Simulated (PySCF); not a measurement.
A calculated (LC-wPBE, PySCF 2.14, ANO-RCC-VTZP, the spin-free X2C one-electron Hamiltonian (Gaussian nucleus)) atom or ion has these occupied shells.

| shell | electrons | orbital energy (eV) | rms radius, mean of both spins (bohr) |
| --- | --- | --- | --- |
| 1s β | 1 | -78144.5 | 0.0194 |
| 1s α | 1 | -78144.5 | 0.0194 |
| 2s α | 1 | -13743.6 | 0.0782 |
| 2s β | 1 | -13743.4 | 0.0782 |
| 2p α | 3 | -11965.4 | 0.0715 |
| 2p β | 3 | -11965.3 | 0.0715 |
| 3s α | 1 | -3243.7 | 0.200 |
| 3s β | 1 | -3243.7 | 0.200 |
| 3p α | 3 | -2722.7 | 0.202 |
| 3p β | 3 | -2722.6 | 0.202 |
| 3d α | 5 | -2134.1 | 0.184 |
| 3d β | 5 | -2134.0 | 0.184 |
| 4s α | 1 | -710.83 | 0.441 |
| 4s β | 1 | -710.73 | 0.441 |
| 4p α | 3 | -538.79 | 0.470 |
| 4p β | 3 | -538.70 | 0.470 |
| 4d α | 5 | -323.65 | 0.504 |
| 4d β | 5 | -323.54 | 0.504 |
| 5s α | 1 | -118.97 | 1.01 |
| 5s β | 1 | -117.94 | 1.01 |
| 4f α | 7 | -87.374 | 0.570 |
| 4f β | 7 | -87.186 | 0.570 |
| 5p α | 3 | -73.710 | 1.17 |
| 5p β | 3 | -72.210 | 1.17 |
| 5d α | 5 | -21.422 | 1.73 |
| 5d β | 3 | -20.571 | 1.73 |
| 6s β | 1 | -16.981 | 2.86 |

Problem. Name the element and its charge.

Solution. Pt⁺ (platinum, charge +1), in [Xe] 4f14 5d8 6s1, 6s spin antiparallel (an excited configuration).
